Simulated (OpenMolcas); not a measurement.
**Multiplet structure of Br⁺**

```
Program             : OpenMolcas
Method              : SS-CASPT2, IPEA 0.25 Eh, imaginary shift 0.1 Eh (closed shells correlated: 3d)
Basis               : ANO-RCC-VQZP [7s6p4d2f1g]
Scalar Hamiltonian  : DKH2, point nucleus
Active space        : 6 electrons in 8 orbitals (4s 4p 5s 5p)
State averaging     : 2S+1 = 3 even, 3 roots; 2S+1 = 1 even, 6 roots; 2S+1 = 3 odd, 1 root; 2S+1 = 1 odd, 5 roots
Spin-orbit coupling : RASSI with atomic mean-field integrals over the reference wave functions, term energies averaged over their components
```

With spin-orbit coupling, above the lowest level:

```csv
Configuration,Term,J,E (cm-1),Measured (cm-1),Term weight %,Second
4s2 4p4,3P,2,0.0,0.0,98,2 1D
4s2 4p4,3P,1,2810,3136,100,
4s2 4p4,3P,0,3530,3837,98,2 1S
4s2 4p4,1D,2,12360,12089,98,2 3P
4s2 4p4,1S,0,28050,27867,98,2 3P
```

Against the 4 measured excited levels shown (NIST Handbook of Basic Atomic Spectroscopic Data) the mean absolute deviation is 270 cm-1; the largest miss in energy is 4s2 4p4 3P1: computed 2810, measured 3136 cm-1 (-10.3 %).

Spin-orbit coupling puts the lowest level 1545 cm-1 below the lowest spin-free term.

For 3P the intervals divided by the larger J are -715.1, -1406.1 cm-1. Landé's interval rule makes them equal in pure LS coupling; they differ by 65 % of their mean. The multiplet is inverted.

CASPT2 breaks the degeneracy within a term, and the mean is taken; among the terms shown or strongly mixed into the levels shown the widest spread is 70 cm-1 (4s2 4p4 1D). The run also gave levels led by 4s2 4p3 5s, which use shells meant for correlation; these and all levels above them are left out. Computed and measured levels are paired by configuration, term and J; levels that our copy of the source lacks, or whose pairing is in doubt (as where it misses far off the trend of its configuration), stay unpaired and out of the deviations. Levels of configurations outside the active space are missing. The first state left out of the spin-orbit step lies near 110000 cm-1 above the lowest spin-free state of the reference (among the parities and spins computed), and the list stops at four fifths of that energy or lower.

The term weight is that of the spin-free term in the level, not the purity of its configuration.
